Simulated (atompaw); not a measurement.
**Ga (Z = 31) PAW (atompaw): all-electron and pseudo phase curves**

```
Element                 : gallium (Ga)
Generator               : atompaw 4.2.0.5
Type                    : PAW
Functional              : LDA (PW92)
Relativity              : scalar-relativistic
Frozen core             : [Ar]
Valence charge          : 13
Reference configuration : 3d10 4s1.75 4p1.25
Partial waves           : 4s (bound): rc 2.20 bohr; 4s channel at 1.6 Ry: rc 1.90 bohr; 4p (bound): rc 2.20 bohr; 4p channel at 3.55 Ry: rc 2.20 bohr; 3d (bound): rc 0.90 bohr; 3d channel at -1 Ry: rc 0.90 bohr
Local potential         : bessel scheme, radius 1.70 bohr
Core correction         : smooth core density matched at 1.10 bohr
Augmentation charge     : besselshape compensation charge, radius 1.75 bohr; PAW radius 2.20 bohr; waves and projectors: custom rrkj vanderbiltortho
```

The phase is arctan(r·u′/u) with u = r·R(r), unwrapped; energies in Ry, scanned from -3 to 5 Ry. A pole is an energy at which the radial function vanishes at the test radius. The pseudo phase is shifted by a multiple of π to meet the all-electron one at the reference energy, and phase errors are pseudo minus all-electron; the curves can meet again beyond the range given. Levels narrower than the energy grid can be missing from the lists of poles.

Q: For each channel, where are the poles, and over which energies does the pseudopotential scatter like the atom?

A:

```json
{"channel": "s", "radius (bohr)": "2.21", "reference energy (Ry)": "-0.70", "poles, all-electron": "1.49", "poles, pseudo": "1.49", "unbroken range about the reference energy with phases within 0.05 rad": "the whole range", "phase error 1 Ry above the reference energy (rad)": "-0.000"}
{"channel": "p", "radius (bohr)": "2.21", "reference energy (Ry)": "-0.22", "poles, all-electron": "2.81", "poles, pseudo": "2.81", "unbroken range about the reference energy with phases within 0.05 rad": "the whole range", "phase error 1 Ry above the reference energy (rad)": "-0.001"}
{"channel": "d", "radius (bohr)": "2.21", "reference energy (Ry)": "-1.46", "poles, all-electron": "-1.37", "poles, pseudo": "-1.37", "unbroken range about the reference energy with phases within 0.05 rad": "the whole range", "phase error 1 Ry above the reference energy (rad)": "+0.000"}
```

Phases in the d channel:

| E (Ry) | all-electron | pseudo |
| --- | --- | --- |
| -3.00 | 1.309 | 1.309 |
| -2.52 | 1.278 | 1.278 |
| -2.04 | 1.216 | 1.216 |
| -1.56 | 0.357 | 0.356 |
| -1.08 | -1.784 | -1.784 |
| -0.60 | -1.881 | -1.881 |
| -0.12 | -1.958 | -1.958 |
| 0.36 | -2.060 | -2.060 |
| 0.84 | -2.228 | -2.228 |
| 1.32 | -2.564 | -2.562 |
| 1.80 | -3.236 | -3.228 |
| 2.28 | -3.929 | -3.920 |
| 2.76 | -4.281 | -4.275 |
| 3.24 | -4.456 | -4.450 |
| 3.72 | -4.557 | -4.552 |
| 4.20 | -4.624 | -4.619 |
| 4.68 | -4.673 | -4.668 |
